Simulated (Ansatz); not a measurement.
Consider the homolysis of the B–O bond: `COB(C)[SeH]` → `C[B][SeH]`• + `C[O]`•.

Isolated molecules relaxed with PBE0-D4/def2-TZVP in Ansatz; ΔE leaves out vibrations. CCSD(T)/CBS is the MP2 limit (def2-TZVPP, def2-QZVPP) plus CCSD(T) − MP2 in def2-TZVPP, frozen cores. DFT in def2-TZVPP. Open shells (•) are unrestricted, without spin–orbit coupling. For Se outer-core shells are correlated without core-valence functions, which leaves a few kJ/mol of doubt a bond. Scalar relativity is left out up to krypton. One conformer a species, not always the lowest.

`COB(C)[SeH]`:

```xyz
12

C     0.730   -0.028    1.955
O     0.073    0.603    0.876
B    -0.121    0.008   -0.320
C    -0.861    0.788   -1.456
Se    0.544   -1.835   -0.581
H     1.758   -0.289    1.687
H     0.199   -0.935    2.259
H     0.746    0.672    2.790
H    -1.153    1.787   -1.125
H    -1.759    0.255   -1.779
H    -0.225    0.890   -2.341
H     0.069   -1.918   -1.966
```

`C[B][SeH]`•:

Cartesian coordinates in Å:
```
C -0.434 0.754 0.309
B -0.045 -0.031 -0.960
Se 0.893 -1.627 -1.301
H -0.050 1.778 0.250
H -0.075 0.303 1.242
H -1.524 0.847 0.368
H 1.234 -2.024 0.092
```

`C[O]`•:

Z-matrix (Å, degrees):
```
C
O 1 1.355
H 1 1.100 2 113.5
H 1 1.108 2 105.3 3 -115.7
H 1 1.100 2 113.5 3 128.6
```

```json
{"level": "PBE-D4", "ΔE (kJ/mol)": "550.7"}
{"level": "PBE0-D4", "ΔE (kJ/mol)": "552.9"}
{"level": "ωB97M-V", "ΔE (kJ/mol)": "581.6"}
{"level": "B2PLYP", "ΔE (kJ/mol)": "562.7"}
{"level": "HF/def2-TZVPP", "ΔE (kJ/mol)": "431.9"}
{"level": "MP2/def2-TZVPP", "ΔE (kJ/mol)": "615.2"}
{"level": "HF/def2-QZVPP", "ΔE (kJ/mol)": "432.2"}
{"level": "SCS-MP2/def2-QZVPP", "ΔE (kJ/mol)": "608.9"}
```

(1) What does CCSD(T)/CBS give? (Best estimate.)

Largest T1 diagnostic among the species: 0.019.

## Answers

(1) The calculation gave: +587.3 kJ/mol. The listed levels differ from it by -36.6, -34.4, -5.7, -24.6, -155.4, 27.9, -155.1, 21.6 kJ/mol.

From PBE to PBE0 (25 % exact exchange), in def2-TZVPP and without D4, ΔE moves by +3.4 kJ/mol. The D4 term adds +15.4 kJ/mol with B3LYP and +8.3 kJ/mol with PBE0; it sums over pairs of atoms, weighted by their polarisabilities, and B3LYP, whose exchange is more repulsive, gets the larger term.

B3LYP here is the variant with VWN-RPA as its local correlation; programs differ in this.
